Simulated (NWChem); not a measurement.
# Correlation energy of hydronium (H₃O (+1))

```
O
H 1 0.9860
H 1 0.9860 2 112.06
H 1 0.9860 2 112.06 3 -126.98
```
Charge +1, spin multiplicity 1.

The numbers come from NWChem runs, not from measurements. The geometry was optimised at B3LYP/def2-SVP, a minimum by its harmonic frequencies.

Basis set: def2-SVP. Each correlation energy counts from its own Hartree-Fock reference.

The correlated methods keep 1 core orbital frozen. Coupled-cluster values serve here as a point of comparison, not as the truth.

Task: One of these methods gave a correlation energy of -214.5 mHa. Which?
(A) MP2
(B) SCS-MP2
(C) CR-CCSD[T]
(D) CCSD

Result: D, CCSD. The others give -217.4 (CR-CCSD[T]), -201.1 (SCS-MP2), -203.3 (MP2).
